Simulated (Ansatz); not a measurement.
Mn2(F)4 (Mn₂F₄). The state is a multiplicity 9 with charge 0. Geometry PBE0-D4/def2-SVP; atoms count from 1.

```xyz
6

Mn    1.1582   -1.0029   -0.1440
F     2.8326   -1.4123   -0.4590
F    -0.7072   -1.1167    0.2791
Mn   -1.2409    0.8402    0.1743
F    -2.7431    1.7871    0.4022
F     0.7003    0.9048   -0.2527
```

The charge 0 multiplicity 9 is spin-contaminated (final ⟨S²⟩ up to 20.74, 20.00 for a pure state). At PBE0-D4/def2-TZVP a multiplicity 11 of charge 0 lies 1.74 eV below the multiplicity 9, each at its own geometry.

Estimate the Mulliken populations from the PBE0/def2-TZVP orbitals of Ansatz.


```json
{"atom": "Mn1", "charge (e)": "1.09", "spin (α − β)": "2.94", "d electrons": "5.37"}
{"atom": "F2", "charge (e)": "-0.53", "spin (α − β)": "0.03", "d electrons": "–"}
{"atom": "F3", "charge (e)": "-0.58", "spin (α − β)": "0.02", "d electrons": "–"}
{"atom": "Mn4", "charge (e)": "1.18", "spin (α − β)": "4.88", "d electrons": "5.30"}
{"atom": "F5", "charge (e)": "-0.56", "spin (α − β)": "0.07", "d electrons": "–"}
{"atom": "F6", "charge (e)": "-0.59", "spin (α − β)": "0.05", "d electrons": "–"}
```
Mulliken values depend strongly on the basis.

Where does the spin sit?

Summed by element: Mn 7.82, F 0.18, of 8 unpaired in all. Largest on single atoms: Mn4 4.88, Mn1 2.94, F5 0.07.

And the Mayer bond orders between heavy atoms (over 0.3)?

Mn1–F2 0.83 (1.75 Å); Mn1–F3 0.41 (1.92 Å); Mn1–F6 0.36 (1.96 Å); Mn4–F5 0.78 (1.79 Å); Mn4–F6 0.35 (1.99 Å).
